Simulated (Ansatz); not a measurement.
Breaking the Si1–I2 bond in H3ISi (SMILES [SiH3]I) (multiplicity 1 held, fragments rigid). Energies count from the point at 2.459 Å.
Geometry at that point (charge 0, multiplicity 1):
| atom | x (Å) | y (Å) | z (Å) |
|---|---|---|---|
| Si | -1.8413 | 0.0490 | 0.0181 |
| I | 0.6169 | -0.0164 | -0.0060 |
| H | -2.2729 | 1.4257 | -0.2930 |
| H | -2.3038 | -0.3479 | 1.3622 |
| H | -2.3415 | -0.8938 | -1.0014 |

Signs of static correlation in def2-TZVPP, with CASSCF(6,4), from Ansatz (a first-principles code) runs.

```
R (Å)  T1 of restricted CCSD  ⟨S²⟩ of UHF  largest double amplitude of restricted CCSD  weight of the CASSCF reference in MRCISD  CASSCF natural occupations
-----  ---------------------  -----------  -------------------------------------------  ----------------------------------------  --------------------------
1.967                  0.009        0.000                                        0.027                                     0.891         2.00 2.00 1.99 0.01
2.213                  0.010        0.000                                        0.027                                     0.890         2.00 2.00 1.99 0.02
2.459                  0.010        0.000                                        0.040                                     0.889         2.00 2.00 1.98 0.02
2.705                  0.012        0.000                                        0.069                                     0.888         2.00 2.00 1.96 0.04
2.951                  0.014        0.000                                        0.101                                     0.888         2.00 2.00 1.94 0.06
3.320                  0.021        0.405                                        0.159                                     0.888         2.00 2.00 1.87 0.13
3.689                  0.034            …                                        0.230                                     0.888         2.00 2.00 1.76 0.24
4.304                  0.070        0.967                                        0.404                                     0.889         2.00 2.00 1.46 0.54
4.918                  0.109        1.005                                            …                                     0.889         2.00 2.00 1.22 0.78
5.656                  0.139        1.013                                        0.856                                     0.889         2.00 2.00 1.08 0.92
6.640                  0.149        1.015                                        0.980                                     0.889         2.00 2.00 1.02 0.98
7.869                  0.145        1.015                                        1.006                                     0.889         2.00 2.00 1.00 1.00
```

Task: Complete the blanks.

Result: 
- 3.689, ⟨S²⟩ of UHF: 0.778
- 4.918, largest double amplitude of restricted CCSD: 0.634

Doubts at one or more of the structures used: active orbitals that take no part (SC-NEVPT2 on CASSCF(6,4)/def2-TZVPP); a restricted determinant that unrestricted orbitals would lower (R-CCSD(T)/def2-TZVPP); other coupled-cluster roots lie near (R-CCSD(T)/def2-TZVPP); T1 above 0.05 (R-CCSD(T)/def2-TZVPP, U-CCSD(T)/def2-TZVPP); a spin-contaminated determinant (U-CCSD(T)/def2-TZVPP).
